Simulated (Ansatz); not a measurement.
Molecule: C3H4NSSi, net charge -1, singlet state. It need not be the lowest isomer of its formula. Whether it binds its extra electron was not tested at this geometry. 
Coordinates optimised at B3LYP-D3(BJ)/def2-TZVP (Ansatz, an electronic-structure program):
```xyz
10

Si    -2.1251     0.3258    -0.1555
C     -0.3140     0.1423     0.1403
N      0.2793     0.6398     1.2039
C      1.6622     0.4159     1.2845
C      2.0717    -0.2985     0.1848
S      0.7663    -0.6941    -0.9436
H     -2.9501    -0.2806     0.9275
H     -2.5488    -0.3248    -1.4272
H     -2.5529     1.7507    -0.2442
H      3.0667    -0.6384    -0.0673
```
Charge -1, spin multiplicity 1.

Basis-set convergence of Hartree-Fock and MP2 correlation energies (hartree) with Ansatz. Cores are frozen in the correlated levels unless marked. Spin-orbit coupling is left out. No relativistic terms. This anion needs diffuse functions, which these sets lack.

The Hartree-Fock reference is unstable (checked in the largest basis), which strains HF and MP2. 

```csv
basis,functions,E(HF),"E(corr, MP2)"
cc-pV(D+d)Z,122,-856.77411,-0.80442
cc-pV(T+d)Z,254,-856.84855,-0.99147
cc-pV(Q+d)Z,468,…,…
```

### Question
Some entries are withheld; supply them.

### Answer

- cc-pV(Q+d)Z, E(HF): -856.86973
- cc-pV(Q+d)Z, E(corr, MP2): -1.06141
